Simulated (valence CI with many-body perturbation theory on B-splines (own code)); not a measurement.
Results of a calculation; reference values are marked as such.
# Lu XXXIX: what the settings do

Level of theory: configuration interaction combined with many-body perturbation theory (CI+MBPT): five valence electrons over a frozen Dirac-Fock core [Ar] 3d10, radial functions for each j: 6 s, 6 p, 5 d, 3 f, 1 g, with the one-electron correlation potential Σ1, the two-electron term Σ2, the three-electron term Σ3, Breit, model QED; selected CI, second order for the rest, scaled by the run's own slope (own B-spline code, finite nucleus).

No measured spectrum was set against this ion. As an estimate, large intervals hold to a few tenths of a per cent, small ones and those within an open d or f shell to about a per cent. Among the levels kept, up to 370 cm⁻¹ of a level comes from second order outside the variational space, and about a tenth of that is noise between levels of different J, which matters for small intervals.

The reference run has the lowest level (4s^2 4p1/2^2 4p3/2) J=3/2 and an ionisation energy of 1748.90 eV. Its largest variational space holds 10000 state functions.

Levels are named by their leading jj configuration (3d3/2^4 stands for four electrons in 3d with j = 3/2), which in mixed levels can hold well under half, so a name can repeat and another be missing. Letters in brackets count levels of one name in rising energy.

Changed runs:
A. Breit term on → off
B. three-electron term on → off; lowest core n in screening and Σ2 1 → 3
C. size limit of the variational space 10000 → 3000; QED terms on → off
D. box radius (bohr) 2.9387 → 0.53 (bad on purpose)

Excitation energies of the reference run in cm⁻¹, and shifts in cm⁻¹:

```csv
Level,Reference,A,B,C
(4s^2 4p1/2 4p3/2^2) J=3/2,567605,+7053,-190,-777
(4s^2 4p1/2 4p3/2^2) J=5/2,609172,+7436,-50,-772
(4s^2 4p1/2 4p3/2^2) J=1/2,661250,+6957,+138,-762
(4s^2 4p1/2^2 4d3/2) J=3/2,1152920,+2573,-288,+1671
(4s^2 4p3/2^3) J=3/2,1236200,+14098,-19,-1501
(4s 4p1/2^2 4p3/2^2) J=5/2,1259890,+2565,-552,+5469
(4s^2 4p1/2^2 4d5/2) J=5/2,1370820,+4625,-43,+2935
(4s 4p1/2^2 4p3/2^2) J=1/2,1409570,+1164,-139,+7171
(4s 4p1/2^2 4p3/2^2) J=3/2,1427800,+1701,-130,+6763
(4s^2 4p1/2 4p3/2 4d3/2) J=3/2 [a],1719100,+9725,-496,+977
(4s^2 4p1/2 4p3/2 4d3/2) J=5/2 [a],1719360,+10080,-490,+757
(4s^2 4p1/2 4p3/2 4d3/2) J=1/2 [a],1722670,+9549,-503,+827
Ionisation energy (eV),1748.90,+1.21,+0.31,+0.08
```

Run D: It gave no result. The program said: "need at least one array to concatenate".
